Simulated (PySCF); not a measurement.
Atom-mapped SMILES (the numbers label the heavy atoms): `[O:1]=[CH:2][CH2:3][SiH2:4][OH:5]`; H(Xn) means a hydrogen on atom n.

Computational details: geometry: GFN2-xTB, shielding tensors at PBE0/pcSseg-1 (GIAO), in PySCF 2.14.0 with density-fitted response routines (rapidly exchanging positions averaged, single conformer, in vacuum, relativity neglected).

Scale: TMS for 13C, 1H, 29Si; H2O for 17O (reference shieldings calculated alike).

```
 atoms  nucleus  count  δ (ppm)
    O5      17O      1     11.3
   Si4     29Si      1    -35.3
H(Si4)       1H      2     5.03
 H(C2)       1H      1    10.25
    O1      17O      1        ?
    C3      13C      1        ?
    C2      13C      1        ?
 H(O5)       1H      1     3.23
 H(C3)       1H      2     2.44
```

Q: Complete the table.

A: 
- C2: 209.8 ppm, aldehyde carbonyl carbon; the double bond to the heteroatom, with no lone-pair donor beside it, deshields it most
- C3: 39.1 ppm, sp3 CH2 bonded to Si, α to a carbonyl; α to the electron-withdrawing carbonyl group
- O1: 674.1 ppm, aldehyde oxygen

OH/NH shifts are gas-phase values; hydrogen bonding in solution moves them, usually downfield. Shifts are as computed. Against solution values, carbons near 30 ppm lie about +3 ppm off and those near 130 ppm about +5 ppm. Of 1309 compounds with measured shifts, 239 miss one by over three times the rms of a fit or turn the order of signals round; such compounds aren't used in these exercises. Unscaled 17O shifts of doubly bonded oxygen tend to come out too high, by tens of ppm or more. Experimental scales use liquid or dissolved standards, which lie at an offset from isolated H2O (liquid H2O: subtract about 36 ppm).
